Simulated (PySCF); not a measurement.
C₃H₆BClO, SMILES C=CB(Cl)OC.

Geometry: ωB97X-D3(BJ)/def2-SVP. Other conformers were not sampled.

Two levels are set side by side: PBE/def2-TZVP (PySCF) and B3LYP/def2-TZVP (PySCF). Same geometry, gas phase. Differences are taken from unrounded values.

| quantity | B3LYP | PBE | PBE minus B3LYP |
|---|---|---|---|
| orbital gap (eV) | 6.47 | 4.79 | -1.68 |
| highest occupied level (eV) | -7.90 | -6.97 | 0.94 |
| lowest empty level (eV) | -1.43 | -2.17 | -0.74 |
| dipole moment (D) | 3.13 | 2.99 | -0.14 |
| mean polarisability (bohr³) | 66.6 | 68.6 | 2.0 |

Without exact exchange PBE keeps part of each electron's self-repulsion, which lifts occupied levels and narrows the gap. Differences between two approximate levels are no errors against the true value.

Rough cost on one machine, each run with all the roots and properties that it gave: B3LYP against PBE within a factor of 2.
